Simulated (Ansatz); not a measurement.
Li₁₀⁺ (relaxed from a model of Li10 tetrahedron, whose bonding it doesn't keep) was relaxed with PBE (def2-TZVP) in Ansatz in these states: charge +1 doublet, charge +1 quartet. The geometries follow in no particular order.

A:

```xyz
10

Li   -2.270   -1.660    1.478
Li    0.027   -1.178   -0.208
Li    1.705    0.494   -2.506
Li    0.144   -0.211    2.401
Li    0.770   -3.070    1.911
Li    2.730   -0.858    0.550
Li   -2.028    1.369    0.603
Li   -1.420    0.428   -2.045
Li    0.766    1.491   -0.100
Li   -0.423    3.195   -2.083
```

B:

| atom | x (Å) | y (Å) | z (Å) |
| --- | --- | --- | --- |
| Li1 | -0.596 | -3.586 | 0.922 |
| Li2 | -0.052 | -0.769 | 1.843 |
| Li3 | 0.591 | 1.865 | 3.185 |
| Li4 | -1.777 | -0.988 | -0.553 |
| Li5 | -1.200 | 1.635 | 0.554 |
| Li6 | -3.247 | 1.473 | -1.744 |
| Li7 | 1.158 | -1.576 | -0.674 |
| Li8 | 1.737 | 1.026 | 0.426 |
| Li9 | 0.034 | 0.826 | -1.990 |
| Li10 | 3.352 | 0.095 | -1.967 |

**Question.** Judge from the bond lengths which geometry belongs to which state (an estimate).

**Answer.** A is the charge +1 quartet (Li5–Li8 5.718 Å, Li5–Li9 4.985 Å, Li7–Li10 3.623 Å); B is the charge +1 doublet (Li5–Li8 3.003 Å, Li5–Li9 2.941 Å, Li7–Li10 3.046 Å).

At PBE0/def2-TZVP a doublet lies 0.10 eV below the charge +1 quartet.
